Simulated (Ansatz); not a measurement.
```yaml
crystal:
  periodic: [false, false, false]
  atoms:
    - {symbol: O, position_ang: [-1.652073, -0.796526, -0.963626]}
    - {symbol: B, position_ang: [-0.566799, -0.392440, -0.286911]}
    - {symbol: O, position_ang: [0.190731, -1.049022, 0.623224]}
    - {symbol: Si, position_ang: [0.912316, 0.523273, 0.465313]}
    - {symbol: H, position_ang: [-2.001561, -0.126829, -1.554729]}
    - {symbol: H, position_ang: [0.878692, 1.302452, 1.726934]}
    - {symbol: H, position_ang: [2.299994, 0.471092, -0.055805]}
basis:
  gaussian: {orbitals: STO-3G}
hamiltonian: {xc: {name: PBE0-DH}}
output: {forces: true}
```

```sh
$ ansatz run in.yaml --threads 2 --pin off --events-out ev --progress --plain --max-ram 4352MiB
```

Shortened log:

```
Functional definition: PBE0-DH
346 factors; integrals over basis functions are off by at most 5.2e-5 eV
mean field evaluation 1: about -12527.8250 eV, gradient 2.8e1 eV
mean field evaluation 2: about -12527.8444 eV, gradient 2.8e1 eV
mean field evaluation 4: about -12530.4475 eV, gradient 3.8e0 eV
mean field evaluation 8: about -12530.4903 eV, gradient 2.8e-2 eV
mean field -12530.49025951 eV, -460.4870235656 hartree, gradient 3.6e-6 eV, S^2 0.000000; 0 other end points of the search recorded, 0 dependent functions left out
8 core orbitals not correlated: weight in the atoms' cores, before any rotation towards them, 0.999 or more for the frozen orbitals, at most 0.000 for the correlated occupied ones
reference -12530.49026889 eV, -460.4870239102 hartree; 11, 11 occupied and 8, 8 virtual orbitals, 346 factors
second order -6.84703030 eV of doubles, -0.00000000 eV of singles
mean field evaluation 16: about -12530.4712 eV, gradient 1.4e-1 eV
Total energy: -12531.34614767 eV, -460.5184768756 hartree
Atom 0 at    -1.652073    -0.796526    -0.963626 Å, force     0.479886    -2.103809     1.363907 eV/Å
Atom 1 at    -0.566799    -0.392440    -0.286911 Å, force     1.367128     1.250470     0.506908 eV/Å
Atom 2 at     0.190731    -1.049022     0.623224 Å, force    -0.156162    -1.594468     0.619182 eV/Å
Atom 3 at     0.912316     0.523273     0.465313 Å, force     0.075158     1.349272    -0.569464 eV/Å
Atom 4 at    -2.001561    -0.126829    -1.554729 Å, force    -0.774613     1.931589    -1.518638 eV/Å
Atom 5 at     0.878692     1.302452     1.726934 Å, force     0.011022    -0.712943    -0.836530 eV/Å
Atom 6 at     2.299994     0.471092    -0.055805 Å, force    -1.002419    -0.120111     0.434635 eV/Å
Dipole moment:    -0.092581     0.427333    -0.273144 e Å
```

Hardware: 2 threads of an Arm Neoverse V1 on a shared host. Wall time 1.2 s, peak host memory 0.08 GiB.
